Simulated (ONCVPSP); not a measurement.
## Reading a pseudo-wave (cadmium)

Columns: radius, all-electron u(r) and pseudo u(r) of the 4p shell (level -66.97 eV) of cadmium in the configuration [Ar] 3d10 4s2 4p6 4d10 5s2; PBE, scalar-relativistic, ONCV scheme, ONCVPSP 4.0.1.

| r (bohr) | all-electron | pseudo |
| --- | --- | --- |
| 0.075 | 0.4051 | 0.0239 |
| 0.150 | -0.1228 | 0.0932 |
| 0.225 | -0.5800 | 0.2014 |
| 0.300 | -0.5901 | 0.3384 |
| 0.375 | -0.2950 | 0.4919 |
| 0.450 | 0.1087 | 0.6483 |
| 0.525 | 0.4923 | 0.7949 |
| 0.600 | 0.7964 | 0.9210 |
| 0.675 | 1.0044 | 1.0181 |
| 0.750 | 1.1229 | 1.0817 |
| 0.825 | 1.1678 | 1.1102 |
| 0.900 | 1.1577 | 1.1053 |
| 0.975 | 1.1096 | 1.0714 |
| 1.050 | 1.0378 | 1.0147 |
| 1.125 | 0.9530 | 0.9418 |
| 1.200 | 0.8629 | 0.8592 |
| 1.275 | 0.7729 | 0.7723 |
| 1.350 | 0.6862 | 0.6862 |
| 1.425 | 0.6051 | 0.6051 |
| 1.500 | 0.5306 | 0.5306 |
| 1.575 | 0.4632 | 0.4632 |
| 1.650 | 0.4028 | 0.4028 |
| 1.725 | 0.3491 | 0.3491 |
| 1.800 | 0.3018 | 0.3018 |
| 1.875 | 0.2604 | 0.2604 |
| 1.950 | 0.2242 | 0.2242 |

(1) How many radial nodes do the two functions have?

(2) At about which radius was the pseudo-wave matched?

(3) Where does each function peak?

(4) Is the pseudo-wave norm-conserving?

Results:

(1) The all-electron 4p function has n − l − 1 = 2; the pseudo-wave has 0, since the states of the same l below it are removed with the core.

(2) 1.35 bohr, where the columns begin to agree (steps of 0.07 bohr).

(3) Outermost all-electron maximum near 0.82 bohr, pseudo maximum near 0.82 bohr (to the table’s step).

(4) Yes: the ONCV scheme keeps the norm inside the radius equal to the all-electron one, which fixes the energy derivative of the logarithmic derivative at the level.
